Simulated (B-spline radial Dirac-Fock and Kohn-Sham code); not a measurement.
## Core-hole lifetimes of In⁺

System: indium as In⁺ in the configuration [Kr] 4d10 5s1 5p1 (not the ground configuration).

The computed values come from a radial finite-basis atomic code: independent-particle radiative and Coulomb Auger rates from relativistic LDA hole-state orbitals, with Dirac-Fock energies.

Partial widths are in eV. Coster-Kronig decay leaves a hole in the same principal shell; its rates are the weakest part of the model, often 1.5 to 2.5 times too large and more for N holes. Holes without an open Auger channel, or with an unreliable SCF state, are not listed.

```
 hole  radiative    Auger  Coster-Kronig  total  fluorescence yield  lifetime (fs)
   1s       6.55     1.15              0   7.70               0.850         0.0854
   2s     0.0990     1.31           1.43   2.84              0.0348          0.232
2p1/2      0.163     1.98          0.420   2.56              0.0635          0.257
2p3/2      0.155     2.19              0   2.35              0.0661          0.280
   3s    0.00210    0.340           10.8   11.1            0.000190         0.0593
3p1/2    0.00215    0.381           3.61   3.99            0.000537          0.165
3p3/2    0.00205    0.396           4.18   4.58            0.000447          0.144
3d3/2   0.000130    0.455              0  0.456            0.000285           1.44
3d5/2   0.000114    0.463              0  0.463            0.000246           1.42
4p1/2   0.000162  0.00146           20.1   20.1            8.03e-06         0.0327
4p3/2   0.000136  0.00160           24.0   24.0            5.66e-06         0.0275
```
